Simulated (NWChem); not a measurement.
System: isocyanic acid (CHNO); SMILES N=C=O

The following NWChem deck was run.

```
start job
memory heap 200 mb stack 900 mb global 1100 mb
geometry units angstroms
  N      0.165458     1.178009     0.000000
  C     -0.013213    -0.027901     0.000000
  O     -0.029805    -1.202413     0.000000
  H     -0.566281     1.872091     0.000000
end
basis spherical
  N library def2-tzvpp
  C library def2-tzvpp
  O library def2-tzvpp
  H library def2-tzvpp
end
dft
  xc xpbe96 cpbe96
  iterations 150
end
driver
  maxiter 120
end
task dft optimize
task dft freq
```

Parts of the log:

```
             Northwest Computational Chemistry Package (NWChem) 7.3.0
             --------------------------------------------------------

 CS  symmetry detected

                             Geometry "geometry" -> ""
                             -------------------------

 Output coordinates in angstroms (scale by  1.889725989 to convert to a.u.)

  No.       Tag          Charge          X              Y              Z
 ---- ---------------- ---------- -------------- -------------- --------------
    1 N                    7.0000     0.09485905     1.16912198     0.00000000
    2 C                    6.0000    -0.02350420    -0.04419265     0.00000000
    3 O                    8.0000     0.01844579    -1.21807251     0.00000000
    4 H                    1.0000    -0.67055448     1.82588215     0.00000000

 Effective nuclear repulsion energy (a.u.)      58.8967876644

      Symmetry information
      --------------------

 Group name             Cs
 Group number              2
 Group order               2
 No. of unique centers     4

                                Z-matrix (autoz)
                                --------

 Units are Angstrom for bonds and degrees for angles

      Type          Name      I     J     K     L     M      Value
      ----------- --------  ----- ----- ----- ----- ----- ----------
    1 Stretch                  1     2                       1.21907
    2 Stretch                  1     4                       1.00856
    3 Stretch                  2     3                       1.17463
    4 Bend                     1     2     3               172.38156
    5 Bend                     2     1     4               125.05934
    6 Torsion                  3     2     1     4         180.00000

  pbe96 is a nonlocal functional; adding pw91lda local functional.

                           NWChem Geometry Optimization
                           ----------------------------

 maximum gradient threshold         (gmax) =   0.000450
 rms gradient threshold             (grms) =   0.000300
 maximum cartesian step threshold   (xmax) =   0.001800
 rms cartesian step threshold       (xrms) =   0.001200
 fixed trust radius                (trust) =   0.300000
 source of zmatrix                         =   autoz

          -------------------
          Energy Minimization
          -------------------

 Using diagonal initial Hessian
 Scaling for Hessian diagonals: bonds = 1.00  angles = 0.25  torsions = 0.10

[...]

      ----------------------
      Optimization converged
      ----------------------

  Step       Energy      Delta E   Gmax     Grms     Xrms     Xmax
  ---- ---------------- -------- -------- -------- -------- --------
@    2    -168.57766880 -2.1D-06  0.00030  0.00019  0.00076  0.00146
                                     ok       ok       ok       ok

                                Z-matrix (autoz)
                                --------

 Units are Angstrom for bonds and degrees for angles

      Type          Name      I     J     K     L     M      Value     Gradient
      ----------- --------  ----- ----- ----- ----- ----- ---------- ----------
    1 Stretch                  1     2                       1.22033   -0.00023
    2 Stretch                  1     4                       1.01241    0.00022
    3 Stretch                  2     3                       1.17521   -0.00030
    4 Bend                     1     2     3               172.14375    0.00006
    5 Bend                     2     1     4               124.91722    0.00016
    6 Torsion                  3     2     1     4         180.00000    0.00000

                         Geometry "geometry" -> "geometry"
                         ---------------------------------

 Output coordinates in angstroms (scale by  1.889725989 to convert to a.u.)

[...]

 Rotational Constants
 --------------------
 A=  28.676293 cm-1  ( 41.257867 K)
 B=   0.364539 cm-1  (  0.524479 K)
 C=   0.359963 cm-1  (  0.517895 K)

 Temperature                      =   298.15K
 frequency scaling parameter      =   1.0000

 Zero-Point correction to Energy  =   13.037 kcal/mol  (  0.020776 au)
 Thermal correction to Energy     =   15.090 kcal/mol  (  0.024048 au)
 Thermal correction to Enthalpy   =   15.682 kcal/mol  (  0.024991 au)

 Total Entropy                    =   57.107 cal/mol-K
   - Translational                =   37.186 cal/mol-K (mol. weight =  43.0058)
   - Rotational                   =   18.692 cal/mol-K (symmetry #  =        1)
   - Vibrational                  =    1.228 cal/mol-K

 Cv (constant volume heat capacity) =    8.949 cal/mol-K
   - Translational                  =    2.979 cal/mol-K
   - Rotational                     =    2.979 cal/mol-K
   - Vibrational                    =    2.990 cal/mol-K

[normal modes left out]

 ----------------------------------------------------------------------------
 Normal Eigenvalue ||           Projected Infra Red Intensities
  Mode   [cm**-1]  || [atomic units] [(debye/angs)**2] [(KM/mol)] [arbitrary]
 ------ ---------- || -------------- ----------------- ---------- -----------
    1       -0.000 ||    0.001679           0.039         1.637       0.178
    2       -0.000 ||    0.002361           0.054         2.301       0.250
    3        0.000 ||    0.001926           0.044         1.878       0.204
    4        0.000 ||    0.121721           2.808       118.659      12.867
    5        0.000 ||    0.015173           0.350        14.792       1.604
    6        0.000 ||    0.000001           0.000         0.001       0.000
    7      552.697 ||    0.067525           1.558        65.827       7.138
    8      608.351 ||    0.000939           0.022         0.916       0.099
    9      777.647 ||    0.192780           4.448       187.931      20.379
   10     1293.229 ||    0.000365           0.008         0.356       0.039
   11     2289.137 ||    0.595145          13.730       580.177      62.913
   12     3603.022 ||    0.135560           3.127       132.151      14.330
 ----------------------------------------------------------------------------
```

Level: PBE/def2-TZVPP.
